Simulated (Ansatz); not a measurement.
Consider the ligand exchange at the Si–Te bond: `C[SiH2][SiH2][TeH]` + `[AsH3]` → `C[SiH2][SiH2][AsH2]` + H₂Te.

Gas-phase electronic energies from Ansatz, PBE0-D4/def2-TZVP geometries. CCSD(T)/CBS is the MP2 limit (def2-TZVPP, def2-QZVPP) plus CCSD(T) − MP2 in def2-TZVPP, frozen cores. def2 core potentials past Kr. For As, Te outer-core shells are correlated without core-valence functions, which leaves a few kJ/mol of doubt a bond. Scalar relativity is left out up to krypton. Each species was taken in one conformer, which may not be the lowest.

| species | CCSD(T)/CBS(def2) energy (Eh) |
| --- | --- |
| `C[SiH2][SiH2][TeH]` | -888.77366 |
| `[AsH3]` | -2236.79077 |
| `C[SiH2][SiH2][AsH2]` | -2856.64077 |
| H₂Te | -268.91024 |

(1) Work out ΔE.

Largest T1 diagnostic among the species: 0.012.

Answers

(1) ΔE = (-2856.64077) + (-268.91024) − (-888.77366) − (-2236.79077) = 0.01342 Eh = +35.2 kJ/mol.
